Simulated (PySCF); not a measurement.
## Calculated data, AlBGeH5O

Computed with PySCF 2.14.0. Calculation on a computer-drawn molecule: the log of a Hartree-Fock and frozen-core CCSD(T) single point meant for a local Hartree-Fock minimum, with one planted fault or none, to be diagnosed. Offsets are logged minus clean, where the clean run is the same molecule without the fault. The reference is restricted for singlets and unrestricted otherwise, and also for a bond in bohr or an excited solution. Adding or removing an electron swaps singlet and doublet. The excited solution moves the top pair (singlet) or top alpha electron (doublet) to the lowest empty orbital. Highest occupied and lowest empty are orbital energies over both spins, largest force is the largest gradient component, triples share is (T) over the correlation energy, the T1 limit is 0.02 restricted and 0.045 unrestricted, electrons count all cores, a negative frequency is imaginary (commonest isotopes), and the dipole is about the centre of nuclear charge; on germanium a core potential holds 10 electrons, which the energies leave out, and 3d is frozen in MP2 and coupled-cluster steps.

Common to all runs: meant charge 1; meant multiplicity 1; meant basis cc-pV(D+d)Z; meant basis and core potential on germanium cc-pVDZ-PP ECP10MDF; logged electrons 62; logged basis functions 99; logged SCF converged yes; logged spin squared 0; logged CC converged yes; logged SCF stable within its kind yes; possible faults no fault, one electron removed, one electron added, multiplicity raised by two, geometry at a saddle point, SCF held on an excited solution, minimal basis STO-3G, one bond length entered in bohr, all coordinates scaled.

(1) 
```xyz
9
formula=AlBGeH5O logged_highest_occupied=-15.567 logged_lowest_empty=-5.2136 logged_largest_force=1.805e-05 logged_lowest_frequency=48.817 logged_T1_diagnostic=0.016355 logged_D1_diagnostic=0.052813 logged_triples_share=0.024733 logged_dipole_magnitude=1.8736 logged_energy_HF=-637.57113 logged_energy_CCSD(T)=-638.02754
Al    -1.5229    -0.5786     1.6356
O     -0.8975    -0.7454    -0.0111
B     -0.0528    -1.1207    -0.9165
Ge    -0.6097    -0.5744    -2.9483
H     -1.0632     0.7311     2.3386
H     -2.4650    -1.7431     2.0566
H      0.9755    -1.7147    -0.8136
H     -1.4620    -1.4251    -3.8840
H     -0.2399     0.7342    -3.6385
```

Units: logged_highest_occupied, logged_lowest_empty in eV; logged_largest_force in hartree/bohr; logged_lowest_frequency in cm⁻¹; logged_dipole_magnitude in debye; logged_energy_HF, logged_energy_CCSD(T) in hartree.

Drawn bonds:
| atom | other atom | order |
| --- | --- | --- |
| 1 | 2 | 1 |
| 2 | 3 | 1 |
| 3 | 4 | 1 |
| 1 | 5 | 1 |
| 1 | 6 | 1 |
| 3 | 7 | 1 |
| 4 | 8 | 1 |
| 4 | 9 | 1 |

(2) 
```xyz
9
formula=AlBGeH5O logged_highest_occupied=-15.753 logged_lowest_empty=-5.2503 logged_largest_force=0.041016 logged_T1_diagnostic=0.01505 logged_D1_diagnostic=0.047683 logged_triples_share=0.023251 logged_dipole_magnitude=1.9925 logged_energy_HF=-637.55914 logged_energy_CCSD(T)=-638.01045
Al    -1.4666    -0.5572     1.5751
O     -0.8643    -0.7178    -0.0107
B     -0.0509    -1.0793    -0.8825
Ge    -0.5872    -0.5532    -2.8392
H     -1.0239     0.7041     2.2520
H     -2.3738    -1.6786     1.9806
H      0.9394    -1.6513    -0.7835
H     -1.4079    -1.3724    -3.7403
H     -0.2310     0.7070    -3.5039
```

Units: logged_highest_occupied, logged_lowest_empty in eV; logged_largest_force in hartree/bohr; logged_dipole_magnitude in debye; logged_energy_HF, logged_energy_CCSD(T) in hartree.

Drawn bonds:
| atom | other atom | order |
| --- | --- | --- |
| 1 | 2 | 1 |
| 2 | 3 | 1 |
| 3 | 4 | 1 |
| 1 | 5 | 1 |
| 1 | 6 | 1 |
| 3 | 7 | 1 |
| 4 | 8 | 1 |
| 4 | 9 | 1 |

## Withheld values
1. Give the missing planted fault for AlBGeH5O (entry 1).
2. Give the missing planted fault for AlBGeH5O (entry 2).

## Answers
1. no fault
2. all coordinates scaled, by -3.7 %

Further results for AlBGeH5O (entry 1):

- HF energy offset from clean run: 0 kcal/mol
- CCSD(T) energy offset from clean run: 0 kcal/mol

Further results for AlBGeH5O (entry 2):

- HF energy offset from clean run: 7.525 kcal/mol
- CCSD(T) energy offset from clean run: 10.72 kcal/mol
